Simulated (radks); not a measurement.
The dysprosium ion Dy62+, configuration [He] 2s2.

Calculated with a radial shooting solver on a logarithmic mesh with Libxc functionals: scalar-relativistic Kohn-Sham, PBE, spin-unpolarised, spherical densities, point nucleus.

Energy parts (eV):
part                      energy
total                 -155332.20
kinetic                175955.02
electron-nucleus      -334330.86
Hartree                  4648.78
exchange-correlation    -1605.13

Orbitals (lengths in bohr, moments of r in powers of bohr; r(max) is where P^2 peaks):
\begin{tabular}{lrrrrr}
orbital & occ. & eigenvalue (eV) & <r^4> & <1/r> & r(max) \\ \hline
1s & 2 & -60699.08 & 9.683e-07 & 74.80 & 0.01335 \\
2s & 2 & -14861.55 & 0.0001246 & 18.28 & 0.07377 \\
\end{tabular}

The highest occupied level is 2s at -14861.6 eV. Summed over all electrons, <r^2> = 0.01845 bohr^2, which gives a Langevin (diamagnetic) susceptibility term of -0.0146 x 10^-6 cm^3/mol.
